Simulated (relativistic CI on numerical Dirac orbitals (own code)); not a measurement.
Mo2+ (4d4) in a crystal field

Calculated by Dirac-Coulomb-Breit CI, orbitals from a KLI potential per configuration, model QED (radiative potential, 1s self-energy scaled to tabulated hydrogen-like ionisation energies), valence Slater integrals scaled by 0.75, one configuration in a parametric crystal field (own radial code).

Field parameters in Wybourne normalisation: D4h B²₀ = −7Ds, B⁴₀ = 21(Dq − Dt), B⁴₄ = 21√(5/14) Dq. The field is a parameter set, without covalency.

S and J are read from ⟨S²⟩ = S(S + 1) and ⟨J²⟩ = J(J + 1) of each level; they are not fictitious spins.

D4h, 10Dq = 21300, Ds = -1500, Dt = 500 cm⁻¹, the lowest 10 levels:

```csv
E (cm⁻¹),Degeneracy,Irrep,S,J
0.0,1,A1,1.01,4.02
75.3,2,E,1.01,4.05
6371,1,B2,0.69,4.22
6403,1,A1,1.08,4.09
6490,1,A2,1.04,4.23
6681,1,B1,1.14,3.76
6718,2,E,1.16,3.91
7245,1,B2,1.35,3.75
7553,1,B1,1.40,3.77
7608,1,A1,1.96,3.00
```

D4h, 10Dq = 21300, Ds = 3000, Dt = 500 cm⁻¹, the lowest 16 levels:

```tsv
E (cm⁻¹)	Degeneracy	Irrep	S	J
0.0	1	A1	1.57	3.56
79.2	1	A2	1.63	3.49
411	2	E	1.75	3.31
578	1	B1	1.87	3.13
1532	1	B2	1.00	3.90
1532	1	A1	1.53	3.69
1579	2	E	1.35	3.79
1641	1	A2	1.49	3.76
1738	1	B1	1.20	3.73
4561	1	A1	0.08	4.49
7038	2	E	0.82	4.30
7254	1	A1	1.01	4.06
7991	2	E	0.40	4.55
13049	1	B2	0.84	4.69
13132	2	E	1.00	4.75
13475	1	B2	0.43	4.56
```

D4h, 10Dq = 21300, Ds = 2590, Dt = 500 cm⁻¹, the lowest 16 levels:

| E (cm⁻¹) | Degeneracy | Irrep | S | J |
| --- | --- | --- | --- | --- |
| 0.0 | 1 | A1 | 1.45 | 3.72 |
| 91.3 | 1 | A2 | 1.51 | 3.66 |
| 465 | 2 | E | 1.59 | 3.50 |
| 695 | 1 | B1 | 1.75 | 3.25 |
| 1337 | 1 | B2 | 1.00 | 3.90 |
| 1535 | 2 | E | 1.53 | 3.62 |
| 1571 | 1 | A1 | 1.66 | 3.54 |
| 1631 | 1 | B1 | 1.35 | 3.62 |
| 1643 | 1 | A2 | 1.61 | 3.60 |
| 5289 | 1 | A1 | 0.16 | 4.49 |
| 5879 | 2 | E | 0.97 | 4.14 |
| 5990 | 1 | A1 | 0.96 | 4.06 |
| 7689 | 2 | E | 0.13 | 4.64 |
| 12136 | 1 | B2 | 0.09 | 4.54 |
| 13034 | 1 | B1 | 0.05 | 4.95 |
| 13318 | 2 | E | 1.00 | 4.77 |

The free-ion ground term has S = 2. The field overcomes the spin-pairing energy for D4h, 10Dq = 21300, Ds = -1500, Dt = 500 cm⁻¹, where the ground state has lower spin; these fields are assumed values.

Levels of this model without a field, named by their leading LS term (the scale mimics covalency, so terms lie below those of the real free ion): ⁵D0 0, ⁵D1 212, ⁵D2 592, ⁵D3 1098, ⁵D4 1695, ³H4 11643, ³P0 11766, ³H5 12133 cm⁻¹.
